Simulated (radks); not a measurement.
The numbers below are computed, except where a source is named.
These are the eigenvalues of the occupied orbitals of an atom or ion with whole-number occupations (eV). Code: a radial shooting solver on a logarithmic mesh with Libxc functionals. Model: Dirac Kohn-Sham, AM05, spin-unpolarised, spherical densities, finite nucleus; Fermi nuclear charge, rms radius of each element as measured or else 0.836 A^(1/3) + 0.57 fm.

| orbital | eigenvalue |
|---|---|
| 1s1/2 | -29844.21 |
| 2s1/2 | -6179.148 |
| 2p1/2 | -5928.417 |
| 2p3/2 | -5710.872 |
| 3s1/2 | -2446.533 |
| 3p1/2 | -2358.348 |

Which element is it, and in what charge state? The configuration may be excited. Open shells, if any, fill j = l - 1/2 first.

Answer. Z = 49, indium, charge +36: In36+ in [Ne] 3s2 3p1. The list shows which subshells hold electrons but not how many an open one holds; the 1s level, -1096.8 hartree, gives Z - s = 46.8 by -(Z - s)^2/2, which with screening and relativity narrows Z to a few neighbours, and the depths of the outer levels then fix element, charge and occupations together.
